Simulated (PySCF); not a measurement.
SMILES C[Si](C)(C)C[SiH2]O[SiH3], GFN2-xTB optimised geometry.

```
24

C     -0.92    -2.60    -1.52
Si    -0.28    -1.63     0.00
C      1.63    -1.63     0.00
C     -0.90    -2.50     1.59
C     -0.94     0.16     0.00
Si    -0.28     1.32    -1.35
O     -0.64     0.73    -2.82
Si    -1.52     0.23    -4.09
H     -0.58    -3.63    -1.51
H     -0.57    -2.14    -2.44
H     -2.00    -2.61    -1.55
H      2.03    -2.64     0.10
H      2.02    -1.04     0.82
H      2.01    -1.21    -0.92
H     -1.98    -2.51     1.64
H     -0.56    -3.53     1.63
H     -0.54    -2.00     2.48
H     -2.03     0.13    -0.06
H     -0.71     0.62     0.96
H     -0.92     2.64    -1.27
H      1.18     1.42    -1.37
H     -1.83     1.41    -4.89
H     -0.66    -0.71    -4.80
H     -2.74    -0.41    -3.59
```

Density from PBE/def2-SVP (PySCF 2.14.0) at that geometry.

Minimum of the electron density along straight lines between bonded atoms, close to the bond critical point (lines longer than 1.1 times the sum of covalent radii, or with two minima, are not listed):

```tsv
bond	length / Å	ρ at the minimum / e bohr⁻³	∇²ρ there / e bohr⁻⁵	position (fraction from the first atom)
C1–Si2	1.906	0.109	0.30	0.62
Si2–C3	1.908	0.109	0.31	0.38
Si2–C4	1.913	0.108	0.30	0.38
Si2–C5	1.914	0.105	0.30	0.38
C5–Si6	1.895	0.111	0.30	0.62
Si6–O7	1.624	0.125	1.07	0.42
O7–Si8	1.615	0.128	1.09	0.58
C1–H9	1.086	0.269	-0.95	0.63
C1–H10	1.085	0.270	-0.95	0.63
C1–H11	1.086	0.269	-0.95	0.63
C3–H12	1.086	0.269	-0.95	0.63
C3–H13	1.086	0.269	-0.94	0.63
C3–H14	1.085	0.270	-0.95	0.63
C4–H15	1.086	0.269	-0.95	0.63
C4–H16	1.086	0.270	-0.95	0.63
C4–H17	1.086	0.269	-0.95	0.63
C5–H18	1.091	0.264	-0.89	0.62
C5–H19	1.090	0.264	-0.89	0.62
Si6–H20	1.468	0.117	0.31	0.49
Si6–H21	1.462	0.119	0.32	0.49
Si8–H22	1.462	0.119	0.31	0.49
Si8–H23	1.462	0.119	0.31	0.49
Si8–H24	1.463	0.118	0.31	0.49
```
